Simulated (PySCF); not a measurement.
Ga(Me)(Cl) (CH₃ClGa), SMILES [CH3][Ga+][Cl], charge +1.

The structure is a stationary point at ωB97X-D3(BJ)/def2-TZVP. The spin state was assumed, not searched. The isomer is the one that the SMILES or the coordinates give; other isomers of the formula were not compared.

Two levels are set side by side: TDDFT-PBE/def2-SVPD (PySCF) and TDDFT-CAM-B3LYP/def2-SVPD (PySCF). Vertical, same geometry. The lowest singlet is HOMO−1→LUMO 100 % with PBE and HOMO→LUMO 97 % with the other functional; states are paired by order. Differences are taken from unrounded values.

```
quantity                              TDDFT-CAM-B3LYP
------------------------------------  ---------------
lowest singlet excitation (eV)                   6.68
lowest triplet excitation (TDA) (eV)             6.15
```

**Question.** What does TDDFT-PBE give, and how far is it from TDDFT-CAM-B3LYP? (Estimate from the structure and the level; the computed values follow.)

**Answer.** 
```tsv
quantity	TDDFT-PBE	TDDFT-PBE minus TDDFT-CAM-B3LYP
lowest singlet excitation (eV)	5.95	-0.73
lowest triplet excitation (TDA) (eV)	5.51	-0.64
```

Functionals without exact exchange tend to place singlet excitations lower, as here. Differences between two approximate levels are no errors against the true value.

Rough cost on one machine, each run with all the roots and properties that it gave: TDDFT-CAM-B3LYP against TDDFT-PBE about 4 times.
